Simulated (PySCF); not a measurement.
**Electron correlation in N²⁺ (nitrogen, charge +2)**

[He] 2s2 2p1, 2P determinant. Computed with PySCF 2.14 in dyall-av2z, with the non-relativistic Hamiltonian (point nucleus). Frozen: 1s2; 3 electrons correlated; the 8 highest virtual orbitals of each spin left out.

MP2 pair energies summed by pair of shells (mhartree):

| pair | energy | share (%) |
| --- | --- | --- |
| 2s-2s | -32.91 | 62.8 |
| 2s-2p | -19.47 | 37.2 |

Total MP2 correlation energy: -52.37 mhartree.

Same-spin part -3.31 and opposite-spin part -49.07 mhartree; SCS-MP2 scales them by 1/3 and 6/5 to -59.98 mhartree.
